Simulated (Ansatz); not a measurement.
Cl3H3InN (`[NH3+][In-]([Cl])([Cl])[Cl]`). Charge 0, multiplicity 1. In takes the def2 core potential. Geometry: relaxed with PBE0-D4/def2-TZVP. It is one conformer, not always the lowest.

```xyz
8

N     0.480   -0.322   -0.977
In   -0.486    0.327    0.990
Cl    1.053    1.967    1.589
Cl   -2.541    1.014    0.139
Cl   -0.390   -1.719    2.097
H     0.730   -1.305   -0.938
H     1.319    0.220   -1.153
H    -0.165   -0.182   -1.748
```

Question: What is the dipole moment at B3LYP/def2-TZVPP? (An estimate is asked.)

Answer: The calculation gave: 5.92 D, with components (2.50, -1.68, -5.09) D in this frame, pointing from negative to positive charge.

Question: And with PBE, r2SCAN, ωB97M-V? (Best estimate.)

Answer: Ansatz gave: PBE 5.86 D, r2SCAN 5.97 D, ωB97M-V 5.93 D.

Question: Give the Mulliken charges with B3LYP, r2SCAN, PBE in def2-TZVPP. (Estimate.)

Answer: Computed: 
| atom | B3LYP | r2SCAN | PBE |
| --- | --- | --- | --- |
| N1 | -0.31 | -0.31 | -0.32 |
| In2 | 0.91 | 0.91 | 0.82 |
| Cl3 | -0.39 | -0.39 | -0.37 |
| Cl4 | -0.39 | -0.39 | -0.37 |
| Cl5 | -0.39 | -0.39 | -0.37 |
| H6 | 0.19 | 0.19 | 0.20 |
| H7 | 0.19 | 0.19 | 0.20 |
| H8 | 0.19 | 0.19 | 0.20 |

B3LYP here is the variant with VWN-RPA as its local correlation; programs differ in this.
